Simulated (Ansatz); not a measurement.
Basis-set series for `[OH][Mo]([F])([F])([F])([F])[Cl]`. The species carries charge 0 and has multiplicity 1. Mo takes the def2 core potential. The geometry is a stationary point of PBE0-D4/def2-TZVP. It is one conformer, not always the lowest.

```tsv
functional	basis	functions	energy (Eh)	HOMO (eV)	LUMO (eV)
PBE0-D4	def2-TZVPP	267	-1003.42777	-10.19	-5.14
PBE0-D4	def2-QZVPP	466	-1003.47115	-10.17	-5.11
ωB97M-V	def2-TZVPP	267	-1003.80416	-12.41	-3.08
ωB97M-V	def2-QZVPP	466	-1003.84581	-12.40	-3.06
```

Q: Give the rows for def2-SVP. (Best estimate.)

A: Computed: 
```json
{"functional": "PBE0-D4", "basis": "def2-SVP", "functions": "124", "energy (Eh)": "-1002.65230", "HOMO (eV)": "-10.23", "LUMO (eV)": "-5.28"}
{"functional": "ωB97M-V", "basis": "def2-SVP", "functions": "124", "energy (Eh)": "-1003.01836", "HOMO (eV)": "-12.42", "LUMO (eV)": "-3.20"}
```
